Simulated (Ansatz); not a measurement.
`C[O][W](=[NH])(=[NH])[OH]` + HCl → `[NH]=[W](=[NH])([OH])[Cl]` + CH₃OH  (ligand exchange at a W–O bond)

Program: Ansatz. Geometries: PBE0-D4/def2-TZVP. ΔE: electronic, gas phase. CCSD(T)/CBS is the MP2 limit (def2-TZVPP, def2-QZVPP) plus CCSD(T) − MP2 in def2-TZVPP, frozen cores. This one scheme is used for every species. Functionals use def2-TZVPP. B3LYP here is the variant with VWN-RPA as its local correlation; programs differ in this. HSE06 is defined as in plane-wave codes. Elements past krypton have def2 core potentials. For W outer-core shells are correlated without core-valence functions, which leaves a few kJ/mol of doubt a bond. Each species was taken in one conformer, which may not be the lowest.

(1) Is it downhill or uphill in electronic energy at CCSD(T)/CBS, and by how much? (Estimate.)

(2) What do these levels give: revPBE-D4, B97M-V, PBE0-D4, B3LYP-D4, BHLYP-D4, ωB97M-V, B2PLYP, BLYP, HSE06, CCSD(T)/def2-TZVPP, MP2/def2-QZVPP, SCS-MP2/def2-QZVPP? (Estimate.)

Largest T1 diagnostic among the species: 0.020.

Answers

(1) Ansatz gave: Downhill: ΔE = -0.32 eV.

(2) Computed: revPBE-D4 -0.30, B97M-V -0.30, PBE0-D4 -0.34, B3LYP-D4 -0.27, BHLYP-D4 -0.29, ωB97M-V -0.29, B2PLYP -0.32, BLYP -0.27, HSE06 -0.36, CCSD(T)/def2-TZVPP -0.28, MP2/def2-QZVPP -0.43, SCS-MP2/def2-QZVPP -0.39 eV.

Leaving LDA and LC-ωPBE aside and taking each functional with its dispersion term where it has one, the values, not all of them listed here, spread over 0.15 eV, from PBE-QIDH to CAM-B3LYP-D4. LDA lies +0.08 eV from PBE without D4. From PBE to PBE0 (25 % exact exchange), in def2-TZVPP and without D4, ΔE moves by −0.03 eV. At CCSD(T), def2-SVP lies +0.11 eV from the extrapolated value and def2-TZVPP +0.04 eV.
